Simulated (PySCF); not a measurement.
Cl₂OTi, multiplicity 1. Atoms are numbered in the order given.

```xyz
4

Ti    -0.1061     0.3093     0.0000
O      0.1100     1.8814     0.0000
Cl     0.0428    -0.6428    -2.0036
Cl     0.0428    -0.6428     2.0036
```

Geometry optimised at TPSSh-D3(BJ)/def2-SVP. The spin state was assumed, not searched.

The numbers are results of PBE/def2-TZVPD (PySCF), not measurements.

Symmetry labels are those of the subgroup Cs that the program uses (full group Cs).

Computed valence orbital energies around the gap with their symmetry:
```csv
orbital,symmetry,energy (eV)
HOMO−7,A',-9.68
HOMO−6,A',-9.36
HOMO−5,A',-9.29
HOMO−4,A",-8.81
HOMO−3,A",-8.62
HOMO−2,A',-8.52
HOMO−1,A',-8.20
HOMO,A",-7.92
LUMO,A',-4.92
LUMO+1,A",-4.60
LUMO+2,A',-3.31
LUMO+3,A",-2.23
```
